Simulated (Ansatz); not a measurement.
Ansatz results at the PBE0-D4/def2-TZVP geometry: size of the dipole moment (B3LYP/def2-TZVPP) 1.67 D; zero-point energy (PBE0-D4/def2-TZVP) 77.6 kJ/mol; ideal-gas entropy at 298 K and 1 bar (rigid rotor, harmonic PBE0-D4/def2-TZVP) 303 J/(mol·K).

Task: Which molecule gave them?
A. `C#C[SiH]F`•
B. `CN(C)[B]O`•
C. `F[Si]([S])(Cl)Cl`•
D. `[F][GeH][F]`•

Result: A. The others give `F[Si]([S])(Cl)Cl`•: 0.68, 21.3, 358; `[F][GeH][F]`•: 2.47, 29.2, 287; `CN(C)[B]O`•: 3.02, 261.8, 333.

B3LYP here is the variant with VWN-RPA as its local correlation; programs differ in this.
